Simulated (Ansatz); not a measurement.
Isolated molecules relaxed with PBE0-D4/def2-TZVP in Ansatz; ΔE leaves out vibrations. CCSD(T)/CBS adds triple-zeta CCSD(T) − MP2 to the extrapolated MP2 energy (def2 sets, frozen cores). This one scheme is used for every species. DFT in def2-TZVPP. B3LYP here is the variant with VWN-RPA as its local correlation; programs differ in this. One conformer a species, not always the lowest.

Consider the substitution at a C–O bond: `CC(F)OC=N` + `BN` → `BNC(C)F` + `N=CO`.

| level | ΔE (kJ/mol) | difference from CCSD(T)/CBS |
| --- | --- | --- |
| B2PLYP | -11.5 | 0.9 |
| PBE | -14.8 | -2.4 |
| r2SCAN | -10.9 | 1.5 |
| B3LYP | -11.5 | 0.9 |
| MP2/def2-TZVPP | -13.4 | -1.0 |
| SCS-MP2/def2-TZVPP | -11.9 | 0.5 |
| CCSD/def2-TZVPP | -11.3 | 1.1 |
| MP2/def2-QZVPP | -14.1 | -1.7 |
| MP2/CBS(def2) | -14.7 | -2.3 |
| CCSD/CBS(def2) | -12.6 | -0.2 |
| CCSD(T)/CBS | -12.4 | 0 |

Largest T1 diagnostic among the species: 0.014.

In def2-TZVPP, CCSD(T) changes the Hartree–Fock value by −3.2 kJ/mol (the triples alone add +0.2 kJ/mol) and MP2 by −5.5 kJ/mol.
